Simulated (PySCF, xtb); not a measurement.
Ti(Cl)2(OH) (Cl2HOTi), SMILES [OH][Ti+]([Cl])[Cl], charge +1, multiplicity 1. The values are those of a single conformer.

Harmonic wavenumbers (cm⁻¹) from GFN2-xTB (xtb 6.7.1) at its own minimum, in rising order: 118, 139, 153, 408, 416, 448, 489, 770, 3447.

Task: What does PBE-D3(BJ)/def2-SVP run with PySCF give at its own minimum? (Estimate from the structure and the level; the computed values follow.)

Result: 126, 156, 177, 253, 452, 479, 530, 896, 3652. Paired by order, the mean absolute difference is 71 cm⁻¹ and the zero-point energies are 9.1 and 9.6 kcal/mol.
